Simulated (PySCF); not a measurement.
Ar²⁺ (argon, charge +2) across methods

[Ne] 3s1 3p5, high-spin 3P determinant (an excited configuration). Calculation: PySCF 2.14, in aug-cc-pwCVTZ; no relativity, point nucleus.

```
   method  E (hartree)  mean ε 3s α (eV)  mean ε 3p α (eV)  mean ε 3p β (eV)  Σ⟨r²⟩ (bohr²)   ⟨S²⟩
   r2SCAN    -525.3631           -53.618           -37.772           -34.715          15.99  2.003
      PBE    -525.2108           -52.097           -37.047           -34.566          15.99  2.002
      UHF   -524.68278           -64.597           -44.400           -38.524          16.20  2.006
    M06-L    -525.3907           -53.595           -37.620           -34.606          15.85  2.003
      M06    -525.3763           -55.090           -38.826           -35.930          15.92  2.002
     PBE0    -525.2297           -55.456           -39.115           -35.917          16.00  2.002
     MN15    -525.3812           -54.811           -39.698           -37.177          15.82  2.001
BHandHLYP    -525.3820           -58.540           -40.937           -37.134          16.08  2.003
      LDA    -523.7963           -51.880           -37.012           -34.623          16.01  2.001
```
